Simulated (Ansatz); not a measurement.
Basis sets compared for BTBT, `c1ccc2c(c1)sc1c3ccccc3sc21`. The state is a singlet with charge 0. Geometry PBE-D4/def2-SVP. Ansatz on 4 threads of Arm Neoverse V1 on a shared host; times are rough, and most runs start from earlier orbitals.

```csv
atom,x (Å),y (Å),z (Å)
C1,2.443,-3.194,1.986
C2,1.591,-3.813,1.045
C3,0.709,-3.054,0.272
C4,0.671,-1.652,0.435
C5,1.542,-1.040,1.393
C6,2.426,-1.806,2.168
S7,1.357,0.713,1.459
C8,0.124,0.651,0.217
C9,-0.671,1.652,-0.435
C10,-0.709,3.054,-0.272
C11,-1.591,3.813,-1.044
C12,-2.444,3.194,-1.986
C13,-2.426,1.806,-2.168
C14,-1.542,1.040,-1.393
S15,-1.356,-0.713,-1.459
C16,-0.123,-0.651,-0.217
H17,3.132,-3.808,2.587
H18,1.622,-4.906,0.919
H19,0.046,-3.536,-0.462
H20,3.091,-1.326,2.901
H21,-0.045,3.536,0.462
H22,-1.622,4.906,-0.918
H23,-3.132,3.808,-2.586
H24,-3.091,1.326,-2.901
```

Binding counts from free atoms (C triplet, S triplet, H doublet) in the same basis, without a counterpoise term.

```
           level  functions  energy (Eh)  HOMO (eV)  LUMO (eV)  binding per atom (eV)  wall time
 PBE-D4/def2-SVP        272   -1333.1184      -5.09      -2.14                   5.68        7 s
PBE0-D4/def2-SVP        272   -1333.2190      -5.99      -1.48                   5.55       15 s
```

**Question.** Estimate the rows for PBE-D4/def2-TZVP (with forces), PBE0-D4/def2-TZVP.

**Answer.** 
```
                         level  functions  energy (Eh)  HOMO (eV)  LUMO (eV)  binding per atom (eV)  wall time
PBE-D4/def2-TZVP (with forces)        556   -1333.9583      -5.15      -2.23                   5.60       22 s
             PBE0-D4/def2-TZVP        556   -1334.0531      -6.00      -1.53                   5.47       50 s
```
